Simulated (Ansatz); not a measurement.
Relaxation of CH3BFN (7 atoms, charge 0, multiplicity 1), to a largest force component of 0.02 eV/Å in at most 50 steps.

Level of theory: RKS B3LYP-D4/def2-SVP (Ansatz).

```xyz
7
Properties=species:S:1:pos:R:3
C -0.325 1.220 -0.322
N -0.035 0.057 -0.023
B 0.352 -1.190 0.329
F -0.478 -2.219 0.141
H -0.816 1.888 0.385
H -0.106 1.627 -1.309
H -0.701 -0.728 -0.172
```

Q: Where does it end, and by what steps?

A: The forces met the threshold. After 24 steps the energy has fallen by 2.610 eV; H7 moved furthest, 1.43 Å. Parted: B3–H7.

```tsv
step	energy less start (eV)	largest force component (eV/Å)	accepted
0	0.0000	5.945	yes
1	-0.6509	2.365	yes
2	-1.2492	1.552	yes
3	-1.5050	1.739	yes
4	-1.6752	1.136	yes
5	-1.8489	1.747	yes
6	-1.9414	3.093	yes
7	-2.2396	2.057	yes
8	-2.4616	0.639	yes
9	-2.5229	0.814	yes
10	-2.5640	0.580	yes
11	-2.5493	1.285	no
12	-2.5872	0.171	yes
13	-2.5927	0.223	yes
14	-2.5977	0.195	yes
15	-2.6018	0.149	yes
16	-2.6044	0.163	yes
17	-2.6040	0.391	no
18	-2.6059	0.074	yes
19	-2.6069	0.282	yes
20	-2.6085	0.081	yes
21	-2.6091	0.043	yes
22	-2.6097	0.080	yes
23	-2.6100	0.055	yes
24	-2.6102	0.018	yes
```

```xyz
7
Properties=species:S:1:pos:R:3
C -0.379 1.035 -0.457
N -0.680 -0.099 0.159
B 0.219 -1.279 0.428
F 0.554 -1.992 -0.632
H -0.849 1.974 -0.161
H 0.468 1.049 -1.145
H -1.441 -0.035 0.837
```

Whether the end is a true minimum wasn't checked by a vibrational analysis.

The run took 66 s on 1 thread of Arm Neoverse V1 (shared host), peak memory 0.24 GiB.
